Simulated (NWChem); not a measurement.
System: PbHOF, singlet; SMILES [OH][Pb][F]

```xyz
4

Pb     0.2636     0.0397     0.0000
F     -0.9321    -1.6443     0.0000
O     -1.3771     1.3380     0.0000
H     -2.2053     0.8378     0.0000
```
Atoms are numbered in this order, from 1.

Low-valent species are run as closed-shell singlets; no triplet was tried in these runs. All runs use the structure optimised with PBE0/def2-SVP. No frequency run checked for a minimum. def2 effective core potentials on Pb; no spin-orbit coupling.

Symmetry labels are those of Cs in the frame above (b1 and b2, or b-type labels, depend on it).

Problem. List the 4 lowest vertical singlet excitations from CAM-B3LYP/def2-SVPD with def2 effective core potentials on Pb, TDA (NWChem).

Solution. 
```csv
state,energy (eV),oscillator strength,symmetry,leading excitation (squared amplitude)
S1,4.60,0.036,a",HOMO → LUMO (0.97)
S2,5.34,0.013,a',HOMO−1 → LUMO (0.88)
S3,5.97,0.048,a",HOMO−2 → LUMO (0.96)
S4,6.48,0.002,a",HOMO−4 → LUMO (0.98)
```
